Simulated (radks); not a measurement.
Question: All-electron atom: the ruthenium ion Ru27+ in [Ne] 3s2 3p5 (the NIST ground configuration). Method: scalar-relativistic Kohn-Sham, BLYP, spin-polarised, spherical densities, finite nucleus; open shells are filled with parallel spins first (spin-orbit coupling, left out, can overturn this in heavy ions); Fermi nuclear charge, rms radius 4.4809 fm; computed with a radial shooting solver on a logarithmic mesh with Libxc functionals. Some entries of the table are withheld. Estimate them.

orbital,occ.,eigenvalue (eV),<r^2> (bohr^2),r(max) (bohr)
1s up,1,-23224.12,0.001510,0.02172
1s down,1,-23222.42,0.001510,0.02172
2s up,1,-4409.382,0.02446,0.1224
2s down,1,-4408.176,0.02445,0.1224
2p up,3,(1),(2),0.09779
2p down,3,(3),(4),0.09782
3s up,1,(5),0.1481,0.3382
3s down,1,(6),0.1483,0.3383
3p up,3,-1495.370,0.1425,0.3265
3p down,2,-1490.274,0.1427,0.3266

Answer: 
(1) 2p up eigenvalue (eV): -4089.866
(2) 2p up <r^2> (bohr^2): 0.01918
(3) 2p down eigenvalue (eV): -4088.102
(4) 2p down <r^2> (bohr^2): 0.01918
(5) 3s up eigenvalue (eV): -1598.261
(6) 3s down eigenvalue (eV): -1593.189
